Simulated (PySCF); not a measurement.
**Relaxation of doublet GeO(OH)**

All numbers come from UPBE0/[Ge def2-TZVP, O def2-TZVP, H def2-TZVP], no relativity, density fitting, PySCF. A (50,194) grid was used.

A hand-made linear (heavy-atom frame) start, of Cs symmetry, held to at least that symmetry:

```xyz
4
charge 0 multiplicity 2, angstrom
Ge   -0.0069    0.0000    0.0471
O    -0.0069    0.0000    1.7271
O    -0.0069    0.0000   -1.7929
H     0.7285    0.0000   -2.4100
```

Optimiser trace:
```
step  E − E(last) (kJ/mol)  largest gradient (Eh/bohr)
   0                102.36                     0.01405
   1                 96.71                     0.01408
   2                 70.98                     0.08207
   3                 49.78                     0.08548
   4                 33.49                     0.06827
   5                 13.33                     0.02589
   6                  9.33                     0.02796
   7                  2.78                     0.01980
   8                  0.30                     0.00406
   9                  0.18                     0.00743
  10                  0.00                     0.00056
  11                  0.00                     0.00024
```

It ends at Cs with Ge–O 1.677 Å, Ge–O 1.775 Å, O–H 0.965 Å; Ge–O–H 111.0°, O–Ge–O 116.8° (after a last refinement on a finer grid). A frequency run shows a minimum. Other isomers or separated fragments may lie lower.
